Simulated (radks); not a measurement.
Te28+, 24 electrons, occupied as [Ar] 3d6 (the NIST ground configuration). Method: scalar-relativistic Kohn-Sham, r2SCAN, spin-polarised, spherical densities, finite nucleus; open shells are filled with parallel spins first (spin-orbit coupling, left out, can overturn this in heavy ions); meta-GGA in the generalised Kohn-Sham scheme; Fermi nuclear charge, rms radius 4.7423 fm; computed with a radial shooting solver on a logarithmic mesh with Libxc functionals.

Normalised radial functions P(r) = r R(r), r in bohr:

r         2p down    3s up
0.001088   0.0066   0.1531
0.001384   0.0101   0.1880
0.001759   0.0153   0.2299
0.002254   0.0237   0.2812
0.002865   0.0361   0.3391
0.003642   0.0551   0.4048
0.00463    0.0838   0.4770
0.005886   0.1270   0.5525
0.007483   0.1914   0.6252
0.009589   0.2899   0.6871
0.01219    0.4282   0.7190
0.0155     0.6225   0.7032
0.0197     0.8865   0.6157
0.02504    1.2290   0.4327
0.03184    1.6466   0.1402
0.04047    2.1127  -0.2514
0.05186    2.5800  -0.7018
0.06593    2.9173  -1.0653
0.08382    3.0226  -1.1938
0.1066     2.8068  -0.9301
0.1355     2.2728  -0.2236
0.1722     1.5514   0.7677
0.2207     0.8371   1.6914
0.2805     0.3540   2.0677
0.3566     0.1076   1.7915
0.4533     0.0216   1.1203
0.5763     0.0026   0.4871
0.7326     0.0002   0.1372
0.9388     0.0000   0.0212
1.193      0.0000   0.0018
1.517      0.0000   0.0001
1.929      0.0000   0.0000

2p down: eigenvalue -5503.3 eV, 0 radial nodes, <r> = 0.104 bohr, 90 % of the charge inside 0.169 bohr. 3s up: eigenvalue -1986.7 eV, 2 radial nodes at r = 0.0349, 0.144 bohr, <r> = 0.307 bohr, 90 % of the charge inside 0.448 bohr.
